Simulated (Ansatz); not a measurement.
The molecule YF, closed-shell singlet (the spin of the measured ground state). No spin–orbit coupling.

The constants come from a fifth-degree fit in 1/R (seven points, main isotopes). In def2 and cc sets the state is the lowest found near the PBE0 minimum, followed along R. The singlet is held restricted.

Correlated levels freeze the inner cores; with def2 sets outer-core shells near the valence are correlated too. CBS: X⁻³ extrapolation of the correlation energy, Hartree–Fock from the larger set.

Programs: Ansatz (an electronic-structure program) with Gaussian orbitals. Values without a source in brackets are computed. In def2 rows elements past Kr take small-core potentials, without spin–orbit coupling.

Question: What bond length and harmonic frequency does PBE/def2-TZVPP give?

Answer: r_e = 1.930 Å, ω_e = 630 cm⁻¹.

Question: What bond length and harmonic frequency does r2SCAN/def2-TZVPP give?

Answer: r_e = 1.926 Å, ω_e = 643 cm⁻¹.

Question: What bond length and harmonic frequency does CCSD(T)/CBS(def2-TZVPP, def2-QZVPP) give, and what D_e (from each atom's lowest state at the same level)?

Answer: r_e = 1.934 Å, ω_e = 628 cm⁻¹, D_e = 7.12 eV.

Measured for the ground state: r_e 1.9257 Å, ω_e x_e 2.5 cm-1, B_e 0.29042 cm-1, α_e 0.00163 cm-1 [Huber and Herzberg (1979), NIST Chemistry WebBook]. D_0 7.064 ± 0.14 eV (a handbook's tabulated 298 K bond energy less 3RT/2; such tables hold older values) [Luo, bond dissociation energies, CRC Handbook]. dipole 1.82 D [compilation of Liu, Meijer and Pérez-Ríos].

Doubts at one or more of the structures used: a restricted determinant that unrestricted orbitals would lower (CCSD(T)/CBS(def2-TZVPP, def2-QZVPP)).
